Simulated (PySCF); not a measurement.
A structure optimised at PBE-D3(BJ)/def2-SVP, used in a PySCF frequency run:

```xyz
13

N      0.0031     2.2202     0.0000
B      0.0270     0.8001     0.0000
C      1.2748    -0.1606     0.0000
C      0.7945    -1.4292     0.0000
C     -0.7117    -1.4691     0.0000
N     -1.1095    -0.0770     0.0000
H     -0.8471     2.7802     0.0000
H      0.8557     2.7746     0.0000
H      2.3526     0.0656     0.0000
H      1.3830    -2.3617     0.0000
H     -1.0898    -2.0309     0.8907
H     -1.0898    -2.0309    -0.8907
H     -2.1007     0.1525     0.0000
```

Question: Write its SMILES, formula and point group.

Answer: NB1C=CCN1, C3H7BN2, Cs

Question: What are its rotational constants (standard atomic weights)?

Answer: 7.4505, 3.2002, 2.2708 GHz
